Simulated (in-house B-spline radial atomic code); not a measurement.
The thallium ion Tl⁴⁺: 2s2 2p6 3s2 3p6 3d10 4s2 4p6 4d10 4f14 5s2 5p6 5d10 6s1 (with a hole in an inner shell)

Computed with an all-electron radial atomic-structure program (B-spline basis): Dirac-Hartree-Fock, average of configuration, Fermi nucleus of rms radius 5.4759 fm.

Effective charges: Z_r = [3n² - l(l+1)]/(2<r>) from the radius, Z_e = n√(-2ε) from the energy, and Slater's rules. Values are occupation-weighted means over j. An effective charge above Z reflects the relativistic contraction of the inner shells.

```csv
shell,electrons,ε (eV),<r> (bohr),Z_r,Z_e,Slater
2s,2,-16225,0.06679,89.83,69.07,78.55
2p,6,-14282,0.06024,83.01,64.80,78.55
3s,2,-4028,0.1727,78.16,51.62,71.75
3p,6,-3434.8,0.1729,72.31,47.67,71.75
3d,10,-2717.9,0.1575,66.67,42.40,61.85
4s,2,-994.22,0.3806,63.06,34.19,55.25
4p,6,-789.36,0.4009,57.37,30.47,55.25
4d,10,-518.13,0.421,49.88,24.68,43.85
4f,14,-221.33,0.4391,41.00,16.13,32.45
5s,2,-218.6,0.8503,44.10,20.04,25.35
5p,6,-156.93,0.9516,38.36,16.98,25.35
5d,10,-76.471,1.196,28.83,11.85,11.85
6s,1,-53.802,2.014,26.81,11.93,7.70
```

The least bound orbital is 6s1/2 at -53.8 eV, and it is also the most diffuse (<r> = 2.014 bohr).

Spin-orbit splittings of the orbital energies (j = l + 1/2 above j = l - 1/2 when positive): 2p 2254 eV, 3p 510.9 eV, 3d 110.9 eV, 4p 127.5 eV, 4d 24.87 eV, 4f 5.702 eV, 5p 24.61 eV, 5d 3.279 eV.
